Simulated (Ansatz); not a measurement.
The first iterations of a band of C₂H₇NSSi (12 atoms, charge 0, multiplicity 1).

Theory: RKS PBE-D4/def2-SVP in Ansatz 0.2.0.

```yaml
movable_images: 3
climbing_image: yes
spring: 5.0 eV/Å²
optimiser: quadratic models (default)
start_path: IDPP
force_threshold: 0.03 eV/Å
iteration_limit: 60
end_points: relaxed
```

Image 0:

```xyz
12
Properties=species:S:1:pos:R:3
C -1.815 1.016 0.040
N -0.799 0.356 -0.356
C 0.439 1.042 -0.609
S 1.769 0.318 0.458
Si 1.045 -1.729 0.505
H -2.760 0.479 0.254
H -1.809 2.124 0.187
H 0.724 0.880 -1.670
H 0.419 2.140 -0.402
H 2.215 -2.446 1.126
H -0.157 -1.955 1.377
H 0.806 -2.280 -0.874
```

Image 4:

```xyz
12
Properties=species:S:1:pos:R:3
C -1.821 0.568 -0.192
N -0.909 1.153 0.485
C 0.364 1.356 -0.158
S 1.728 0.485 0.743
Si 1.123 -1.561 0.419
H -2.808 0.383 0.275
H -1.685 0.226 -1.250
H 0.391 1.053 -1.234
H 0.646 2.427 -0.082
H 2.289 -2.381 0.890
H -0.111 -1.954 1.184
H 0.870 -1.808 -1.046
```

| iteration | highest image above the first end (eV) | largest band force component (eV/Å) |
| --- | --- | --- |
| 1 | 0.431 | 0.980 |
| 2 | 0.244 | 0.935 |
| 3 | 0.255 | 1.033 |
| 4 | 0.188 | 0.396 |
| 5 | 0.174 | 0.282 |
| 6 | 0.160 | 0.168 |
| 7 | 0.155 | 0.106 |
| 8 | 0.149 | 0.291 |
| 9 | 0.144 | 0.236 |
| 10 | 0.136 | 0.174 |
| 11 | 0.124 | 0.431 |
| 12 | 0.117 | 0.177 |

Question: Does the band converge within its limit, and where does its top end?

Answer: The forces met the threshold. It ended after 37 iterations with the highest image 0.097 eV above the first end. The profile has 2 maxima (images 1, 3) with wells between them (image 2): this band takes more than one step, which may be the mechanism or a detour left from its start path. Another band between the same ends (5 images) ends at a top of the same energy, where a vibrational analysis finds 1 clearly imaginary mode. So few images can step over the top or miss a turn of the path.

Run time: 6.7 min on 2 threads of Arm Neoverse N1 (shared host), peak memory 0.16 GiB.
